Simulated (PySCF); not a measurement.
C4H4ClF, SMILES F[C@H]1C=C(Cl)C1. Geometry: PBE-D3(BJ)/def2-SVP. The structure was generated by enumeration; whether it is a known compound was not checked.

Computed equilibrium geometry at PBE-D3(BJ)/def2-SVP (PySCF confirms it by a frequency run) as Cartesian coordinates in Å:
```xyz
10

F     -2.3348    -0.2499     1.1586
C     -1.5636    -0.0978     0.0199
C     -0.5246     1.0039     0.0510
C      0.4687     0.1097    -0.1667
Cl     2.1530     0.2611    -0.4747
C     -0.3950    -1.1308    -0.1334
H     -2.2500    -0.0686    -0.8567
H     -0.5796     2.0961     0.1453
H     -0.2755    -1.7599     0.7710
H     -0.3947    -1.7671    -1.0427
```
Charge 0, spin multiplicity 1.
